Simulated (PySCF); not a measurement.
chloro(chlorosilylmethyl)silane (CH6Cl2Si2), SMILES Cl[SiH2]C[SiH2]Cl.

Geometry: PBE0-D3(BJ)/def2-SVP. One conformer was computed; it need not be the lowest.

The numbers are results of PBE/def2-TZVP (PySCF), not measurements.

Gas-phase values at a fixed geometry.

```
Property                                                                                                         Value
---------------------------------------------------------------------------------------------  -----------------------
total energy                                                                                       -1540.53405 hartree
highest occupied level                                                                                        -7.35 eV
lowest empty level                                                                                            -1.05 eV
orbital gap                                                                                                    6.29 eV
dipole moment                                                                                                   1.60 D
quadrupole, principal values (traceless, Buckingham form, about the centre of nuclear charge)    -9.13, 3.40, 5.73 D·Å
mean static polarisability                                                                       88.5 bohr³ (13.11 Å³)
polarisability, principal values                                                               71.7, 84.6, 109.2 bohr³
```
